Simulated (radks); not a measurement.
Values are calculated unless marked as measured or tabulated.
Kr XX, 17 electrons, occupied as [Ne] 3s2 3p5 (the NIST ground configuration). Code: a radial shooting solver on a logarithmic mesh with Libxc functionals. Model: Dirac Kohn-Sham, PBEsol, spin-unpolarised, spherical densities, finite nucleus; open shells fill j = l - 1/2 first; Fermi nuclear charge, rms radius 4.1884 fm. Some entries of the table are withheld. Estimate them.

orbital,occ.,eigenvalue (hartree),<r^2> (bohr^2),<1/r> (bohr^-1)
1s1/2,2,-547.3784,0.002321,36.74
2s1/2,2,-95.80752,0.03896,8.288
2p1/2,2,(1),0.02980,8.241
2p3/2,4,(2),0.03116,7.958
3s1/2,2,-32.42927,0.2489,3.134
3p1/2,2,-30.21635,0.2387,(3)
3p3/2,3,-29.79716,0.2453,(4)

Answer. 
(1) 2p1/2 eigenvalue (hartree): -89.39130
(2) 2p3/2 eigenvalue (hartree): -87.39184
(3) 3p1/2 <1/r> (bohr^-1): 3.066
(4) 3p3/2 <1/r> (bohr^-1): 3.000
